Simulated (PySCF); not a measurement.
Compound: C₂H₈S₃Si₂.
Cartesian coordinates in Å at the GFN2-xTB level; atoms count from 1:
```xyz
15
C2H8S3Si2 angstrom
Si    -2.6283    0.1014    0.4515
S     -1.7366   -0.1037   -1.5035
C      0.0370    0.1011   -1.1715
C      0.6298   -1.1952   -0.6782
S      2.4334   -1.0527   -0.4447
Si     2.3807    0.8840    0.4652
S      0.3623    1.4604    0.0197
H     -1.8560   -0.7090    1.3867
H     -2.6361    1.5078    0.8172
H     -3.9458   -0.4557    0.2038
H      0.4782    0.3931   -2.1263
H      0.4700   -1.9826   -1.4143
H      0.1844   -1.4958    0.2705
H      2.4977    0.8101    1.9099
H      3.3249    1.7447   -0.2193
```

The closed-shell SCF was solved with PySCF and density fitting under several settings on one GFN2-xTB geometry (grid level 2 and gas phase unless stated).

```tsv
settings	basis functions	SCF cycles	E (Eh)	HOMO (eV)	LUMO (eV)	dipole (D)
PBE0/pcSseg-1	194	14	-1853.8041	-7.10	-0.74	1.35
PBE0/def2-SVPD	233	14	-1853.3029	-7.08	-0.84	1.05
```

Q: Estimate the rows for these settings: (1) B97-D/cc-pVDZ, damping 0.1 at the start, DIIS from the seventh cycle; (2) PBE0/STO-3G, IEF-PCM dichloromethane, start guess huckel, level shift 0.3 Eh.

A: 
```tsv
settings	basis functions	SCF cycles	E (Eh)	HOMO (eV)	LUMO (eV)	dipole (D)
B97-D/cc-pVDZ, damping 0.1 at the start, DIIS from the seventh cycle	158	21	-1854.5766	-5.66	-1.20	0.96
PBE0/STO-3G, IEF-PCM dichloromethane, start guess huckel, level shift 0.3 Eh	63	15	-1833.0838	-3.10	5.32	1.51
```

Q: Over all rows, what range does the HOMO–LUMO gap span?

A: From 4.46 eV (B97-D/cc-pVDZ, damping 0.1 at the start, DIIS from the seventh cycle) to 8.42 eV (PBE0/STO-3G, IEF-PCM dichloromethane, start guess huckel, level shift 0.3 Eh). The functional of the narrowest has no exact exchange, that of the widest 25 % exact exchange.

Q: Compare two rows with the functional PBE0: PBE0/pcSseg-1 and PBE0/def2-SVPD. Which energy is lower, and by how much?

A: PBE0/pcSseg-1 (194 functions) lies 0.5012 Eh or 315 kcal/mol below PBE0/def2-SVPD (233 functions). The smaller set gives the lower energy; the two sets aren't nested, so the variational bound doesn't order them by size.

Whole jobs, the steps after the SCF included, on Arm Neoverse V1, one thread, shared host:

```tsv
settings	work after the SCF	wall time	peak memory
PBE0/pcSseg-1	shieldings, ring-centre shieldings, charges and field gradients	33 s	0.87 GiB
PBE0/def2-SVPD	6 singlets by full TDDFT, 2 Tamm–Dancoff triplets, polarisability	49 s	0.92 GiB
B97-D/cc-pVDZ, damping 0.1 at the start, DIIS from the seventh cycle	shieldings, ring-centre shieldings	53 s	0.80 GiB
PBE0/STO-3G, IEF-PCM dichloromethane, start guess huckel, level shift 0.3 Eh	shieldings, ring-centre shieldings	9.4 s	0.61 GiB
```

B97-D ran without the empirical dispersion term, which would shift the total energy alone. Cycle counts include a coarse-grid stage where the run had one. One conformer (not necessarily the lowest) at the GFN2-xTB geometry, without vibrations or thermal averaging.
